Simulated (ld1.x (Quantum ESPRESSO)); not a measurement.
**Before and after: ultrasoft potential for iron (Fe)**

iron (Fe), ultrasoft, made with ld1.x (Quantum ESPRESSO) 7.5 (PBE, scalar-relativistic). Core [Ar], reference 3d6 4s1.75 4p0 (charge +0.25). Waves: 4s (bound): rcut 2.05, rcutus 2.45 bohr; 4s channel at 3.9 Ry: rcut 2.05, rcutus 2.45 bohr; 4p (bound, empty): rcut 2.80, rcutus 3.65 bohr; 4p channel at 1.5 Ry: rcut 2.80, rcutus 3.65 bohr; 3d (bound): rcut 1.60, rcutus 1.90 bohr; 3d channel at -0.15 Ry: rcut 1.60, rcutus 1.90 bohr. Local part: all-electron potential smoothed inside 3.05 bohr (lloc = -1). Core correction: Bessel-smoothed model core, default radius (core density twice the valence density). Augmentation charge: PSQ, radius 1.25 bohr.

All-electron outer shells of the reference configuration (PBE, scalar-relativistic, ld1.x):

```json
{"shell": "3s", "level (eV)": "-96.00", "outermost node (bohr)": "0.33", "outermost maximum (bohr)": "0.70"}
{"shell": "3p", "level (eV)": "-62.03", "outermost node (bohr)": "0.30", "outermost maximum (bohr)": "0.72"}
{"shell": "3d", "level (eV)": "-9.48", "outermost node (bohr)": "–", "outermost maximum (bohr)": "0.71"}
{"shell": "4s", "level (eV)": "-6.96", "outermost node (bohr)": "1.00", "outermost maximum (bohr)": "2.38"}
{"shell": "4p", "level (eV)": "-2.70", "outermost node (bohr)": "1.10", "outermost maximum (bohr)": "3.17"}
```

Change: waves 4s (bound): rcut 2.05, rcutus 2.54 bohr; 4s channel at 3.9 Ry: rcut 2.05, rcutus 2.54 bohr.

Cutoffs: the cutoffs (Ry, on a coarse ladder) from which the occupation-weighted sum of valence levels, in a spherical-Bessel basis at the reference potential, stays within 10 and 1 mRy of its value at 400 Ry; they do not see the model core or the augmentation charge, which bear on the density cutoff. Errors are all-electron minus pseudo energies relative to the spin-unpolarised reference configuration.

Q: How do hardness, ghosts and transferability respond?

A: The potential gets neither clearly harder nor softer (30 Ry and 45 Ry → 30 Ry and 45 Ry); the errors of the 7 common tests hardly move; neither file shows a bound ghost.

```tsv
quantity	base	changed
cutoff, loose	30 Ry	30 Ry
cutoff, tight	45 Ry	45 Ry
bound ghosts	none	none
error for 3d6 4s2 4p0, meV [ΔE -1.53 eV]	+0.1	+0.1
error for 3d6 4s1 4p0, meV [ΔE 7.20 eV]	-1.1	-1.0
error for 3d6 4s0 4p0, meV [ΔE 23.40 eV]	-4.9	-4.9
error for 3d6 4s1.5 4p0, meV [ΔE 1.95 eV]	-0.2	-0.2
error for 3d7 4s1 4p0, meV [ΔE -2.32 eV]	-71	-70
error for 3d6.5 4s1.5 4p0, meV [ΔE -2.26 eV]	-21	-21
error for 3d6 4s1 4p1, meV [ΔE 2.58 eV]	-0.2	-0.2
s: phases at 3.95 bohr within 0.05 rad from the reference energy up to (Ry; the scan ends near 5)	to the end of the scan	to the end of the scan
p: phases at 3.95 bohr within 0.05 rad from the reference energy up to (Ry; the scan ends near 5)	2.9	2.9
d: phases at 3.95 bohr within 0.05 rad from the reference energy up to (Ry; the scan ends near 5)	2.5	2.5
lowest overlap eigenvalue by channel	s 0.70, p 0.60, d 1.00	s 0.67, p 0.60, d 1.00
```
